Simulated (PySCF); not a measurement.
An unknown is described by computed data only.

Formula: C8H6S.

| Item | Value |
| --- | --- |
| 13C NMR | chemical shifts (computed TMS as zero) by class: 140.1 (2 C), 126.7 (2 C), 124.5 (2 C), 119.5 (2 C) ppm [GIAO PBE/pcSseg-1] |
| UV, strongest line | among the 10 lowest singlet transitions: S8 at 6.28 eV (198 nm, f = 1.091) [TDDFT CAM-B3LYP/def2-SVPD] |
| Triplet | lowest triplet excitation (Tamm–Dancoff): 2.32 eV [TDA CAM-B3LYP/def2-SVPD] |
| Valence photoelectron | vertical ionisation energy: 7.66 eV [ΔSCF CAM-B3LYP/def2-SVPD] |
| Rotational structure | rotational constants A, B, C: 3.689, 1.153, 0.879 GHz [PBE0-D3(BJ)/def2-SVP] |
| Dipole | 0.11 D [CAM-B3LYP/def2-SVPD] |
| UV, first state | lowest singlet excitation: 3.89 eV (319 nm, f = 0.080) [TDDFT CAM-B3LYP/def2-SVPD] |

Gas-phase values; electronic properties from PySCF, density fitting. Levels stand in brackets. Geometry: PBE0-D3(BJ)/def2-SVP; no solvent, vibrations or thermal averaging. NMR classes are plain means over equivalent atoms (diastereotopic ones count apart unless rotation or inversion swaps them), as if these changed places fast.

Task: What is the compound? Reason from the data.

Result: Numbering: `[cH:1]1[cH:2][cH:3][c:4]2[cH:5][s:6][cH:7][c:8]2[cH:9]1`. Its formula, C8H6S, gives 6 degrees of unsaturation: 2 rings and 4 π bonds in the structure found (Kekulé form). 8 carbons fall into 4 classes; from least to most shielded: ring-fusion aromatic carbon [C4/C8] (140.1 ppm, 2 C), aromatic CH carbon [C1/C2] (126.7 ppm, 2 C), aromatic CH carbon [C3/C9] (124.5 ppm, 2 C), aromatic CH next to a ring sulfur [C5/C7] (119.5 ppm, 2 C). S1 is mainly HOMO→LUMO (weight 0.98); the largest Löwdin shares of the orbital it empties are 0.19 on each of 2 atoms of one kind (aromatic CH next to a ring sulfur) and 0.12 on each of 2 atoms of one kind (aromatic CH carbon), of the orbital it fills 0.19 on the thiophene-type sulfur and 0.13 on each of 2 atoms of one kind (aromatic CH next to a ring sulfur). The optimised geometry has point group C2v and is an asymmetric top. Structure: `c1ccc2cscc2c1` (benzo[c]thiophene). Computed isomers that give other values at the same levels: `c1ccc2sccc2c1` (rotational constant A: 3.155 GHz; this holds for the one conformer computed). The assignments are read from this structure; whether some other isomer fits the data as well wasn't checked.
